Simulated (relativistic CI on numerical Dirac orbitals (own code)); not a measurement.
# d7 in a ligand field

Computed with a parametric ligand-field model of a d^n configuration (Racah B and C, spin-orbit zeta, crystal field), exact diagonalisation.

Field parameters in Wybourne normalisation: D3d B²₀ = −7Dσ, B⁴₀ = −14Dq − 21Dτ, B⁴₃ = −14√(10/7) Dq; Oh B⁴₀ = 21Dq, B⁴₄ = √(5/14) B⁴₀; Td as Oh with Dq negative (B⁴₀ = 21Dq, B⁴₄ = √(5/14) B⁴₀). The field is a parameter set, without covalency.

A d7 ion in Oh symmetry has the ground term 2E and bands at 4T1 4680 cm⁻¹ (2137 nm), 2T1 16823 cm⁻¹ (594 nm), 2T2 17504 cm⁻¹ (571 nm), 2T1 21037 cm⁻¹ (475 nm), 4T2 22258 cm⁻¹ (449 nm), 4T1 30387 cm⁻¹ (329 nm), 2T2 30511 cm⁻¹ (328 nm). Which parameters reproduce them?

B = 630, C = 3050, ζ = 0 cm⁻¹, Oh, 10Dq = 18900 cm⁻¹.

A d7 ion in Oh symmetry has the ground term 4T1 and bands at 4T2 4317 cm⁻¹ (2316 nm), 2E 8072 cm⁻¹ (1239 nm), 4A2 9317 cm⁻¹ (1073 nm), 2T1 11856 cm⁻¹ (843 nm), 2T2 12058 cm⁻¹ (829 nm), 4T1 12934 cm⁻¹ (773 nm). Which parameters reproduce them?

B = 620, C = 2850, ζ = 0 cm⁻¹, Oh, 10Dq = 5000 cm⁻¹.

Ground term and bands for B = 1020, C = 4640, ζ = 0 cm⁻¹, Td, 10Dq = -1450 cm⁻¹?

Ground term 4A2 with 4.00 electrons in the two orbitals of the cubic e set. Spin-allowed: 4T2 1450 cm⁻¹, 4T1 2587 cm⁻¹, 4T1 17063 cm⁻¹ (586 nm). Lowest spin-forbidden: 2E 19181 cm⁻¹ (521 nm), 2T1 19323 cm⁻¹ (518 nm), 2A1 19450 cm⁻¹ (514 nm). With an A2 ground term the first spin-allowed band lies at |10Dq| itself.

Ground term and bands for B = 340, C = 1220, ζ = 0 cm⁻¹, D3d, 10Dq = 21450, Dσ = -1200, Dτ = 190 cm⁻¹?

Ground term 2E with 1.03 electrons in the two orbitals of the cubic e set. Spin-allowed: 2A2 20293 cm⁻¹ (493 nm), 2E 20963 cm⁻¹ (477 nm), 2A1 21790 cm⁻¹ (459 nm), 2E 22256 cm⁻¹ (449 nm). Lowest spin-forbidden: 4A2 15089 cm⁻¹ (663 nm), 4E 16878 cm⁻¹ (592 nm), 4A1 37074 cm⁻¹ (270 nm).

A d7 ion in Oh symmetry has the ground term 4T1 and bands at 2E 4038 cm⁻¹ (2476 nm), 4T2 4383 cm⁻¹ (2281 nm), 2T1 8111 cm⁻¹ (1233 nm), 2T2 8303 cm⁻¹ (1204 nm), 4A2 9383 cm⁻¹ (1066 nm), 4T1 10817 cm⁻¹ (924 nm). Which parameters reproduce them?

B = 470, C = 1880, ζ = 0 cm⁻¹, Oh, 10Dq = 5000 cm⁻¹.
